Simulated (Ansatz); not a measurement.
Gas-phase electronic energies from Ansatz, PBE0-D4/def2-TZVP geometries. CBS: MP2 limit from def2 TZ/QZ plus the TZ coupled-cluster correction, frozen cores. Each species was taken in one conformer, which may not be the lowest.

Reaction (formal exchange of groups at a C–O bond): `CCO[Si](C)(F)F` + `BCC#C` → `C#CCBCC` + `C[Si](O)(F)F`

```csv
species,CCSD(T)/CBS(def2) energy (Eh)
`CCO[Si](C)(F)F`,-683.02458
`BCC#C`,-141.86772
`C#CCBCC`,-220.40677
`C[Si](O)(F)F`,-604.51944
```

Work out ΔE.

ΔE = (-220.40677) + (-604.51944) − (-683.02458) − (-141.86772) = -0.03391 Eh = -0.92 eV.

Largest T1 diagnostic among the species: 0.012.

In def2-TZVPP, CCSD(T) changes the Hartree–Fock value by −0.26 eV (the triples alone add −0.03 eV) and MP2 by −0.36 eV.
